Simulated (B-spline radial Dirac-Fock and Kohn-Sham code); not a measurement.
Binding energies of Tm⁵⁶⁺

System: Tm⁵⁶⁺ in the configuration [Ne] 3s2 3p1; nuclear rms radius 5.2256 fm (A = 169).

Input file task.json (cfg lists n, l and occupation; rrms is the nuclear radius in fm):

```json
{"items": [{
  "Z": 69,
  "q": 56,
  "cfg": [[1, 0, 2], [2, 0, 2], [2, 1, 6], [3, 0, 2], [3, 1, 1]],
  "A": 169,
  "rrms": 5.2256,
  "do": ["binding"]
}]}
```

Launch: `python xray_run.py task.json out`

Level of theory: relaxed Dirac-Fock hole states (ΔSCF) with Breit and QED corrections and a finite nucleus; a radial B-spline solver. No correlation. Energies are counted from the vacuum level.

All terms are in eV, carry their sign (relaxation lowers the binding energy) and add up to the binding energy; ⟨r⟩ is the mean radius of the orbital in the initial state.

```
subshell  −ε (Koopmans)  relaxation    Breit     QED  binding energy  ⟨r⟩ (bohr)
       K        64152.9      -26.74  -178.74  -94.96         63852.5       0.020
      L1        14368.2       -4.30   -19.56  -13.89         14330.4       0.083
      L2        13914.4       -6.35   -32.21    0.14         13876.0       0.069
      L3        12901.8       -5.15   -19.50   -1.31         12875.8       0.076
      M1         5800.3       -0.36    -4.84   -3.82          5791.3       0.201
    M2,3         5486.9       -0.37    -5.64   -0.34          5480.5       0.199
```

For the deepest level, K (1s), the Breit terms make up -0.280 % of the binding energy, QED -0.149 % and orbital relaxation -0.042 %.

Spin-orbit splittings: 2p 1000.2 eV.

Going to the tabulated ground configuration of the next ion removes an electron from M2,3 (3p), computed at 5480.5 eV. NIST lists 5656 ± 5 eV as the ionisation energy of this species (theoretical), +175.46 eV from the computed value. Where a p, d or f shell is open in either ion the computed value averages over both j values and all terms, while the table refers to the lowest levels; that difference holds spin-orbit splitting (largest in heavy or highly charged ions), term energies where several electrons share open shells, and correlation, and it can reach 10 % or more.
